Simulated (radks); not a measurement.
Task: All-electron atom: Mo in [Kr] 4d5 5s1 (the NIST ground configuration). Method: scalar-relativistic Kohn-Sham, exchange-only LDA, spin-polarised, spherical densities, finite nucleus; open shells are filled with parallel spins first (spin-orbit coupling, left out, can overturn this in heavy ions); Fermi nuclear charge, rms radius 4.4091 fm; computed with a radial shooting solver on a logarithmic mesh with Libxc functionals. Some entries of the table are withheld. Estimate them.

| orbital | occ. | eigenvalue (eV) | <r> (bohr) |
|---|---|---|---|
| 1s up | 1 | -19791.33 | 0.03521 |
| 1s down | 1 | -19791.32 | 0.03521 |
| 2s up | 1 | -2794.083 | 0.1539 |
| 2s down | 1 | -2793.613 | 0.1539 |
| 2p up | 3 | -2499.471 | 0.1340 |
| 2p down | 3 | -2499.108 | 0.1340 |
| 3s up | 1 | -473.3585 | 0.4299 |
| 3s down | 1 | -473.0029 | 0.4298 |
| 3p up | 3 | -376.8631 | 0.4314 |
| 3p down | 3 | -376.4750 | 0.4312 |
| 3d up | 5 | -219.3514 | 0.4159 |
| 3d down | 5 | -218.8314 | 0.4156 |
| 4s up | 1 | -63.9256 | 1.111 |
| 4s down | 1 | -60.9786 | 1.101 |
| 4p up | 3 | -38.2571 | 1.244 |
| 4p down | 3 | -34.9400 | 1.227 |
| 5s up | 1 | (1) | 3.486 |
| 4d up | 5 | -3.9689 | 2.014 |
| 5s down | 0 | (2) | 5.065 |

Result: 
(1) 5s up eigenvalue (eV): -4.3909
(2) 5s down eigenvalue (eV): -0.4549
